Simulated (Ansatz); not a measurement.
`OB(O)O[SiH3]` + SiH₄ → `OB([SiH3])O[SiH3]` + H₂O  (formal exchange of groups at a B–O bond)

Program: Ansatz. Geometries: PBE0-D4/def2-TZVP. ΔE: electronic, gas phase. CBS: MP2 limit from def2 TZ/QZ plus the TZ coupled-cluster correction, frozen cores. This one scheme is used for every species. Functionals use def2-TZVPP. B3LYP here is the variant with VWN-RPA as its local correlation; programs differ in this. Each species was taken in one conformer, which may not be the lowest.

```tsv
level	ΔE (kcal/mol)	difference from CCSD(T)/CBS
PBE-D4	31.5	-3.1
PBE0-D4	33.6	-1.0
B2PLYP	37.1	2.5
PBE	32.5	-2.1
r2SCAN	36.2	1.6
B3LYP	37.2	2.6
MP2/def2-TZVPP	36.4	1.8
SCS-MP2/def2-TZVPP	37.3	2.7
HF/def2-QZVPP	43.2	8.6
CCSD/CBS(def2)	35.6	1.0
CCSD(T)/CBS	34.6	0
```

Largest T1 diagnostic among the species: 0.014.

In def2-TZVPP, CCSD(T) changes the Hartree–Fock value by −7.5 kcal/mol (the triples alone add −1.1 kcal/mol) and MP2 by −6.8 kcal/mol. The D4 term adds −1.7 kcal/mol with B3LYP and −1.0 kcal/mol with PBE0; it sums over pairs of atoms, weighted by their polarisabilities, and B3LYP, whose exchange is more repulsive, gets the larger term.
